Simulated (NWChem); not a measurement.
Molecule: BeH$_{2}$SO; SMILES [OH][Be][SH]

```xyz
5

Be     0.0247    -0.6358    -0.0239
O      0.0209    -2.0569    -0.0532
H      0.0055    -2.7609     0.6069
S      0.0642     1.2760    -0.0046
H     -1.2989     1.3441    -0.0119
```
Atoms are numbered in this order, from 1.

The geometry was optimised at PBE-D3(BJ)/def2-SVP.

Problem. List the 4 lowest vertical singlet excitations from B3LYP/def2-SVP, TDA (NWChem).

Solution. 
```json
[
 {"state": "S1", "energy (eV)": "5.61", "oscillator strength": "0.048", "leading excitation (squared amplitude)": "HOMO → LUMO (0.98)"},
 {"state": "S2", "energy (eV)": "6.18", "oscillator strength": "0.006", "leading excitation (squared amplitude)": "HOMO → LUMO+1 (0.98)"},
 {"state": "S3", "energy (eV)": "7.07", "oscillator strength": "0.001", "leading excitation (squared amplitude)": "HOMO → LUMO+3 (0.94)"},
 {"state": "S4", "energy (eV)": "7.10", "oscillator strength": "0.017", "leading excitation (squared amplitude)": "HOMO → LUMO+2 (0.58)"}
]
```
